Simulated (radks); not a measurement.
All-electron atom: Ta+ in [Xe] 4f14 5d3 6s1 (the NIST ground configuration). All-electron calculation, Dirac Kohn-Sham, LDA (Slater exchange, Perdew-Wang correlation), spin-unpolarised, spherical densities, finite nucleus; open shells are shared between the two j in proportion to 2j + 1; Fermi nuclear charge, rms radius 5.3507 fm. Program: a radial shooting solver on a logarithmic mesh with Libxc functionals.

Unscreened Slater integrals over Kohn-Sham orbitals (eV). Large and small components are both included. Empty in this configuration: 6p1/2.

\begin{tabular}{lr}
integral & value \\ \hline
F0(5d5/2,5d5/2) & 11.614 \\
F2(5d5/2,5d5/2) & 5.8332 \\
F4(5d5/2,5d5/2) & 3.7772 \\
F0(5d5/2,5d3/2) & 11.823 \\
F2(5d5/2,5d3/2) & 5.9387 \\
G2(5d5/2,5d3/2) & 5.9334 \\
G4(5d5/2,5d3/2) & 3.8448 \\
F0(5d5/2,6s1/2) & 9.1337 \\
G2(5d5/2,6s1/2) & 2.9551 \\
F0(5d5/2,4f7/2) & 15.359 \\
F2(5d5/2,4f7/2) & 3.2486 \\
F4(5d5/2,4f7/2) & 1.4924 \\
G1(5d5/2,4f7/2) & 1.3108 \\
G3(5d5/2,4f7/2) & 1.0911 \\
G5(5d5/2,4f7/2) & 0.83722 \\
F0(5d5/2,6p1/2) & 7.7485 \\
G3(5d5/2,6p1/2) & 1.5241 \\
F0(5d3/2,5d3/2) & 12.045 \\
F2(5d3/2,5d3/2) & 6.0599 \\
F0(5d3/2,6s1/2) & 9.2198 \\
G2(5d3/2,6s1/2) & 2.8019 \\
F0(5d3/2,4f7/2) & 15.874 \\
F2(5d3/2,4f7/2) & 3.4882 \\
G3(5d3/2,4f7/2) & 1.2031 \\
G5(5d3/2,4f7/2) & 0.92060 \\
F0(5d3/2,6p1/2) & 7.7987 \\
G1(5d3/2,6p1/2) & 1.9764 \\
F0(6s1/2,6s1/2) & 8.0372 \\
F0(6s1/2,4f7/2) & 10.528 \\
G3(6s1/2,4f7/2) & 0.32471 \\
F0(6s1/2,6p1/2) & 7.1153 \\
G1(6s1/2,6p1/2) & 4.5821 \\
F0(4f7/2,4f7/2) & 39.153 \\
F2(4f7/2,4f7/2) & 18.703 \\
F4(4f7/2,4f7/2) & 11.754 \\
F6(4f7/2,4f7/2) & 8.4617 \\
F0(4f7/2,6p1/2) & 8.5816 \\
G4(4f7/2,6p1/2) & 0.20004 \\
F0(6p1/2,6p1/2) & 6.4936 \\
\end{tabular}
